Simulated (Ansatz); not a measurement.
Molecule: difluoro(diiodo)silane, sum formula SiI2F2, charge 0, multiplicity 1. 
Geometry from a B3LYP-D3(BJ)/def2-TZVP (Ansatz, a quantum-chemistry and plane-wave program) optimisation:
```xyz
5

F     -0.0957    -1.8063     1.3096
Si    -0.0447    -0.8902     0.0185
F     -0.0883    -1.8596    -1.2334
I     -2.0012     0.5302    -0.0169
I      2.0443     0.3275    -0.0009
```
Charge 0, spin multiplicity 1.

Basis-set convergence of Hartree-Fock and CCSD(T) correlation energies (hartree) with Ansatz. Valence correlation only, unless marked. Spin-orbit coupling is left out. The frozen core is the preceding noble-gas configuration, with the filled d and f shells of earlier blocks. In def2 rows, elements after Kr have scalar-relativistic effective core potentials.

| basis | functions | E(HF) | E(corr, CCSD(T)) |
|---|---|---|---|
| def2-SVP | 98 | -1081.05878 | -0.68537 |
| def2-TZVPP | 204 | -1081.45800 | -0.93892 |
| def2-QZVPP | 348 | -1081.47965 | -1.03869 |

Extrapolating the two largest sets (X = 3 and 4) as X^-3: E(corr) = (64·(-1.03869) - 27·(-0.93892))/37 = -1.1115 Eh, an estimate of the basis-set limit. The largest set recovers 93.4 % of it, the smallest 61.7 %.
